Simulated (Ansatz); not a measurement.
`FC(F)(F)C(Cl)(Cl)Cl`, 8 atoms. The species carries charge 0 and has multiplicity 1. Hardware: A = 2 threads of an AMD EPYC 7R13 on a shared host; B = 2 threads of an AMD EPYC 7R13 on a shared host and a share of an NVIDIA H100 80 GB. Correlated methods freeze the cores. Open-shell runs search over several starts.

(1) Give the basis size and wall time and peak host memory of each of these runs in Ansatz. RKS HSE06 (plane-wave form)-D4/def2-TZVPP energy [B]; RHF-MP2/def2-QZVPP energy [B]; RKS PBE0-D4/def2-QZVPP energy [B]; UKS PBE0-D4/def2-TZVPP energy of the cation [B]; UKS r2SCAN-D4/def2-TZVPP energy of the cation [B]; RKS PBE0-D4/def2-SVP energy [A]; RKS BLYP-D4/def2-TZVPP energy [B]; UKS ωB97M-V/def2-TZVPP energy of the cation [B]; RKS PBE0-D4/def2-TZVPP energy [B]; UKS ωB97X-V/def2-TZVPP energy of the cation [B]; RKS PBE0-D4/def2-TZVP relaxation (6 steps) [B]; RKS ωB97M-V/def2-SVP energy [A]. (Estimate.)

## Answers

(1) Ansatz gave: Other jobs shared the machine, so times are rough.

```csv
level,job,functions,wall time,peak host memory (GiB)
RKS PBE0-D4/def2-SVP,energy [A],124,2.8 s,0.37
RKS PBE0-D4/def2-QZVPP,energy [B],495,3.1 s,1.1
RKS BLYP-D4/def2-TZVPP,energy [B],281,3.8 s,0.85
UKS PBE0-D4/def2-TZVPP,energy of the cation [B],281,4.9 s,0.92
RKS PBE0-D4/def2-TZVPP,energy [B],281,5.5 s,0.86
RKS HSE06 (plane-wave form)-D4/def2-TZVPP,energy [B],281,6 s,0.86
RHF-MP2/def2-QZVPP,energy [B],495,6 s,1.1
UKS r2SCAN-D4/def2-TZVPP,energy of the cation [B],281,8 s,0.97
RKS ωB97M-V/def2-SVP,energy [A],124,9 s,0.49
UKS ωB97X-V/def2-TZVPP,energy of the cation [B],281,13 s,1.1
UKS ωB97M-V/def2-TZVPP,energy of the cation [B],281,23 s,1.1
RKS PBE0-D4/def2-TZVP,relaxation (6 steps) [B],266,27 s,0.97
```
